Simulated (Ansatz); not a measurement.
`F[Si](F)(Cl)[NH][GeH2][Cl]`. Charge 0, multiplicity 1. Correlated methods include outer-core shells of Ge, which these sets cover unevenly. Scalar relativity is left out up to krypton.

```
atom   x (Å)   y (Å)   z (Å)
  F1  -2.077   1.141  -1.503
 Si2  -1.201  -0.081  -1.018
  F3  -1.106  -1.031  -2.276
 Cl4  -2.190  -1.021   0.471
  N5   0.322   0.399  -0.484
 Ge6   1.098   0.191   1.165
 Cl7   1.781  -1.838   1.391
  H8   0.969   0.703  -1.199
  H9   0.066   0.447   2.259
 H10   2.336   1.090   1.194
```

(1) Give the diagnostics of a CCSD(T)/def2-TZVPP run (frozen core, Ansatz). (Estimate.)

## Answers

(1) Ansatz gave: T1 = 0.0107, largest single amplitude 0.015, largest double 0.020, (T) share of the correlation energy 3.5 %, 9 CCSD cycles. The RHF solution is stable towards an unrestricted one. T1 lies under the customary mark of 0.02 for closed shells.
